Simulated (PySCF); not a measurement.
TcOCl4 (doublet state).
SMILES: `[O]=[Tc]([Cl])([Cl])([Cl])[Cl]`

Level of theory: PBE0-D3(BJ)/def2-SVP geometry optimisation, gas phase, def2 core potentials past Kr (PySCF 2.14.0).

Masses are those of the commonest isotopes; rigid-rotor values at the optimised geometry. 

**Question.** Give the principal moments of inertia and the rotational constants in cm⁻¹.

**Answer.** Ia = 414.64, Ib = 414.68, Ic = 664.44 u·Å²; 505379 MHz·u·Å²/I gives 1219, 1219 and 760.6 MHz, that is A = 0.04066, B = 0.04065, C = 0.02537 cm⁻¹.

**Question.** What kind of rotor is it?

**Answer.** An oblate symmetric top, as the point group C4v requires two equal moments: κ = (2 × 1219 − 1219 − 760.6)/(1219 − 760.6) = 1.00.

**Question.** Is it planar, by Δ = Ic − Ia − Ib?

**Answer.** Not planar: Δ = Ic − Ia − Ib = -164.88 u·Å². For a rigid frame Δ = −2 Σ m c², so Σ m c² = 82.44 u·Å² lies off the ab plane. The atom farthest from that plane is 1.86 Å away.

**Question.** Give the other two planar moments, Paa and Pbb, and the rms extents of the mass along the axes.

**Answer.** Paa = Σ m a² = (Ib + Ic − Ia)/2 = 332.24 and Pbb = Σ m b² = (Ia + Ic − Ib)/2 = 332.21 u·Å². With the mass M = 252.78 u, the rms extents √(P/M) along a, b and c are 1.15, 1.15, 0.57 Å.

**Question.** Where do the R-branch lines fall?

**Answer.** The dipole of 0.35 D lies along the symmetry axis, so ΔK = 0 and J+1 ← J falls at 2B(J+1) for every K: 2.44 GHz, 4.88 GHz, 7.31 GHz, 9.75 GHz, 12.19 GHz for J = 0 to 4.

**Question.** Estimate the classical rotational partition function at 10 K, 200 K and 298.15 K.

**Answer.** Point group C4v, symmetry number σ = 4; q = (√π/σ)·√((kT/h)³/(ABC)), k/h = 20836.6 MHz/K: 1250 at 10 K, 112000 at 200 K, 204000 at 298.15 K.

For this open shell read J as N, the rotation without spin; fine and hyperfine splittings come on top. Stationary, but not proved a minimum. ⟨S²⟩ = 0.757 (exact for a doublet: 0.75). Constants of a rigid frame at the computed geometry: no zero-point averaging, no centrifugal distortion.

For an open-shell metal species like this, the optimisation's SCF solution wasn't tested for stability and no frequencies at its level were run, so a lower state or another shape may exist.
